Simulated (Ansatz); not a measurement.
# Ligand exchange: C2H10OSi2 + In(CH3)2(OH) → CH8O2Si2 + In(CH3)3

Species: C2H10OSi2 `C[SiH2]C[SiH2]O`, singlet; In(CH3)2(OH), singlet; CH8O2Si2 `O[SiH2]C[SiH2]O`, singlet; In(CH3)3 (trimethylindium (TMIn)), singlet. The partners trade CH3 for OH: Si–CH3 and In–OH bonds give way to Si–OH and In–CH3.

Shapes, held fixed at every level: PBE0-D4/def2-TZVP. Flexible molecules stand in one conformer, not always the lowest. Programs: Ansatz 0.2.0. Electronic energies: no zero-point or thermal term.

| level | kind | ΔE (kJ/mol) | less CCSD(T)/def2-TZVPP |
| --- | --- | --- | --- |
| HF/def2-TZVPP | Hartree–Fock | -45.1 | -5.0 |
| PBE-D4/def2-TZVPP | GGA | -27.1 | +13.0 |
| r2SCAN-D4/def2-TZVPP | meta-GGA | -33.0 | +7.1 |
| B3LYP-D4/def2-TZVPP | global hybrid | -35.7 | +4.4 |
| wB97M-V/def2-TZVPP | range-separated hybrid | -39.6 | +0.5 |
| MP2/def2-TZVPP | perturbation theory | -41.4 | -1.3 |
| CCSD/def2-TZVPP | coupled cluster or CI | -41.8 | -1.7 |
| CCSD(T)/def2-TZVPP | coupled cluster or CI | -40.1 | 0.0 |

The highest level, CCSD(T)/def2-TZVPP, gives ΔE = -40.1 kJ/mol; the levels span -45.1 to -27.1. The column of differences is taken from that level and isn't an error. No measured value is set beside it here. For atoms past krypton def2 sets carry core potentials with scalar relativity. Correlated rows may include outer-core shells of In, which these sets cover unevenly.
